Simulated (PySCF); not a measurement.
# Finite-field polarisability of Te (tellurium, neutral)

[Kr] 4d10 5s2 5p4, high-spin 3P determinant. Calculation: PySCF 2.14, in aug-cc-pwCVTZ-DK3 (10s9p7d4f1g, 109 functions); scalar relativity by spin-free X2C-1e. Frozen: [Kr] 4d10. Energy changes in a uniform field (μhartree):

```json
{"axis": "x", "F (au)": "0.0024", "HF": "-103.155", "MP2": "-104.763", "CCSD": "-104.532", "CCSD(T)": "-104.958"}
{"axis": "x", "F (au)": "0.0048", "HF": "-412.770", "MP2": "-419.217", "CCSD": "-418.299", "CCSD(T)": "-420.004"}
{"axis": "y", "F (au)": "0.0022", "HF": "-102.374", "MP2": "-104.680", "CCSD": "-104.105", "CCSD(T)": "-104.838"}
{"axis": "y", "F (au)": "0.0044", "HF": "-409.800", "MP2": "-419.056", "CCSD": "-416.750", "CCSD(T)": "-419.694"}
```

By symmetry the remaining axis equals x.

Problem. Derive α along x at CCSD(T) from the two fields.

Solution. With ΔE = −αF²/2 − γF⁴/24, α = −(16 ΔE(F) − ΔE(2F))/(6F²) = 36.44 bohr³.

Problem. And the mean polarisability at each level?

Solution. The components xx, yy, zz at CCSD(T) are 36.44, 43.31, 36.44, the third axis being equal by symmetry to one of the two computed. Means: HF 37.97, MP2 38.66, CCSD 38.53, CCSD(T) 38.73 bohr³. Reference: 38 ± 4 bohr³ (recommended; Schwerdtfeger and Nagle, table of static dipole polarizabilities (2023 update)).
